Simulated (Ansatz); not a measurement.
**Abstraction of Br: BBrCl2 + C2H5Mg → BCl2 + C2H5BrMg**

Species: BBrCl2 (bromodichloroborane) `ClB(Cl)Br`, singlet; C2H5Mg `C[CH2][Mg]`, doublet; BCl2 `Cl[B]Cl`, doublet; C2H5BrMg `C[CH2][Mg][Br]`, singlet. A radical takes Br: the energy is the difference in strength between the B–Br bond broken and the Mg–Br bond made.

Shapes, held fixed at every level: PBE0-D4/def2-TZVP. Programs: Ansatz 0.2.0. The zero-point and thermal change to 298 K, harmonic and unscaled (PBE0-D4/def2-TZVP), is -0.2 kJ/mol.

```csv
level,kind,ΔH(298 K) (kJ/mol),less CCSD(T)/def2-TZVPP
B3LYP-D4/def2-TZVPP,global hybrid,+9.7,+4.0
BHLYP-D4/def2-TZVPP,global hybrid,-0.1,-5.8
PBE0-D4/def2-TZVPP,global hybrid,+13.0,+7.3
wB97X-V/def2-TZVPP,range-separated hybrid,-0.5,-6.2
B2PLYP/def2-TZVPP,double hybrid,-0.4,-6.1
CCSD(T)/def2-SVP,coupled cluster or CI,+2.1,-3.6
CCSD/def2-TZVPP,coupled cluster or CI,-0.4,-6.1
CCSD(T)/def2-TZVPP,coupled cluster or CI,+5.7,0.0
```

The highest level, CCSD(T)/def2-TZVPP, gives ΔH(298 K) = +5.7 kJ/mol; the levels span -0.5 to +13.0. They disagree on the sign: 4 of 8 are positive. The column of differences is taken from that level and isn't an error. No measured value is set beside it here. Open shells run unrestricted. Relativity is left out for Br. Outer-core shells of Br, Mg are correlated, in sets that cover them unevenly.
